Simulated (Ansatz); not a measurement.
Basis sets compared for Sn3F2 (the lowest singlet isomer of a short search). Charge 0, multiplicity 1. Geometry PBE-D4/def2-SVP. Ansatz on 4 threads of Arm Neoverse V1 on a shared host; times are rough, and most runs start from earlier orbitals.

```xyz
5

Sn    1.5101    0.7208    1.1332
Sn    1.0534    0.2413   -1.7073
Sn   -0.7451   -1.3304    0.3448
F    -1.1424   -0.0616   -1.3381
F    -0.6760    0.4299    1.5673
```

In the def2 sets Sn takes a core potential; there is no spin–orbit coupling. The restricted singlet is unstable towards broken spin symmetry in Hartree–Fock (as tested in another run); at PBE-D4/def2-SVP, PBE-D4/def2-TZVP, PBE0-D4/def2-SVP, PBE0-D4/def2-TZVP this wasn't settled. The structure comes from a short search, and lower isomers may exist.

Binding counts from free atoms (Sn triplet, F doublet) in the same basis, without a counterpoise term.

```
           level  functions  energy (Eh)  HOMO (eV)  LUMO (eV)  binding per atom (eV)  wall time
 PBE-D4/def2-SVP        106    -842.3804      -4.13      -3.01                   3.10      1.2 s
PBE0-D4/def2-SVP        106    -842.3828      -4.95      -2.38                   2.84      1.8 s
```

Q: Estimate the rows for PBE-D4/def2-TZVP (with forces), PBE0-D4/def2-TZVP.

A: 
```csv
level,functions,energy (Eh),HOMO (eV),LUMO (eV),binding per atom (eV),wall time
PBE-D4/def2-TZVP (with forces),212,-842.6511,-4.20,-3.15,3.07,3.2 s
PBE0-D4/def2-TZVP,212,-842.6500,-4.99,-2.50,2.84,5.5 s
```
